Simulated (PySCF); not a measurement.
Species: C2H7BF2Si2.
SMILES: `FB(F)[SiH]1C[SiH2]C1`

Torsions of this conformer, `[F:1][B:2]([F:3])[SiH:4]1[CH2:5][SiH2:6][CH2:7]1`: F1–B2–Si4–C5 144°.

The closed-shell ground state was solved at several levels (PySCF, density fitting, gas phase, non-relativistic). The structure is a single PBE0-D3(BJ)/def2-SVP conformer in the gas phase; no vibrational or solvent corrections.

```csv
level,basis functions,HOMO (eV),LUMO (eV),gap (eV),dipole (D)
B3LYP/def2-SVPD,210,-7.62,-1.46,6.16,1.56
PBE0/pcSseg-1,168,-7.85,-1.17,6.68,1.49
```

Task: What might mPW1PW91/pcSseg-2 (364 basis functions) give for the same quantities?

Result: HOMO -7.84 eV, LUMO -1.27 eV, gap 6.57 eV, dipole 1.55 D.

Task: Over all these levels, which gives the widest orbital gap and which the narrowest?

Result: PBE0/pcSseg-1 (global hybrid, 25 % exact exchange) has the widest, 6.68 eV, and B3LYP/def2-SVPD (global hybrid, 20 % exact exchange) the narrowest, 6.16 eV. Functional and basis both differ between the two, so the spread mixes both effects.

Task: How far do the dipole and the HOMO energy spread over the levels?

Result: The dipole runs from 1.49 to 1.56 D (mean 1.53 D) and the HOMO from -7.85 to -7.62 eV.
